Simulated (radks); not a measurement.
Task: The mean radii <r> (bohr) of the occupied orbitals of an atom or ion are listed with their occupations. Method: Dirac Kohn-Sham, PBE, spin-unpolarised, spherical densities, finite nucleus; Fermi nuclear charge, rms radius of each element as measured or else 0.836 A^(1/3) + 0.57 fm; computed with a radial shooting solver on a logarithmic mesh with Libxc functionals.

orbital  occ.      <r>
1s1/2       2  0.06639
2s1/2       2   0.3032
2p1/2       2   0.2666
2p3/2       4   0.2692

Name the element and its charge. Open shells, if any, fill j = l - 1/2 first.

Result: Z = 23, vanadium, charge +13: V13+ in [Ne]. The 1s radius gives Z: for a bare nucleus <r> = (2 gamma + 1)/(2Z) with gamma = sqrt(1 - (Z/c)^2), 0.0646 bohr for Z = 23, and screening makes it slightly larger (0.06639 here). The occupations add up to 10, and the charge is Z minus that.
